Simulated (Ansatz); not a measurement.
Reaction (formal exchange of groups at the Si–S bond): `O[SiH2][SiH](F)S` + `N=C(O)CO` → `O[SiH2][SiH](O)F` + `N=C(S)CO`

Isolated molecules relaxed with PBE0-D4/def2-TZVP in Ansatz; ΔE leaves out vibrations. CCSD(T)/CBS is the MP2 limit (def2-TZVPP, def2-QZVPP) plus CCSD(T) − MP2 in def2-TZVPP, frozen cores. Each species was taken in one conformer, which may not be the lowest.

```
           species  CCSD(T)/CBS(def2) energy (Eh)
`O[SiH2][SiH](F)S`                    -1154.04201
        `N=C(O)CO`                     -284.14654
`O[SiH2][SiH](O)F`                     -831.46372
        `N=C(S)CO`                     -606.73781
```

(1) Work out ΔE.

Largest T1 diagnostic among the species: 0.013.

## Answers

(1) ΔE = (-831.46372) + (-606.73781) − (-1154.04201) − (-284.14654) = -0.01298 Eh = -0.35 eV.

In def2-TZVPP, CCSD(T) changes the Hartree–Fock value by −0.11 eV (the triples alone add −0.02 eV) and MP2 by −0.16 eV.
